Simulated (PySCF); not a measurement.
# Nickel: highly charged ions in a basis for the neutral atom

Ni²¹⁺ [He] 2s2 2p3, Ni²²⁺ [He] 2s2 2p2. Calculation: PySCF 2.14, in x2c-SVPall; the spin-free X2C one-electron Hamiltonian (Gaussian nucleus). No spin-orbit coupling, so a gap to NIST mixes the basis error with missing relativistic terms.

Changed run: basis of the neutral atom used for a highly charged ion. This setting is unsound on purpose.

```
species  method  sound run (hartree)  changed run (hartree)  converged
  Ni²¹⁺     UHF              not run            -1167.13137        yes
  Ni²¹⁺     LDA              not run            -1164.61034        yes
  Ni²¹⁺    BP86              not run            -1167.44594        yes
  Ni²²⁺     UHF              not run            -1097.31843        yes
  Ni²²⁺     LDA              not run            -1094.85172        yes
  Ni²²⁺    BP86              not run            -1097.66859        yes
```

Ionisation energy of Ni²¹⁺:

```csv
method,changed run (eV),NIST (eV)
UHF,1899.7,1880 ± 5
LDA,1898.2,1880 ± 5
BP86,1898.7,1880 ± 5
```

The contracted functions were made for the neutral atom and can be too rigid for a highly charged ion.
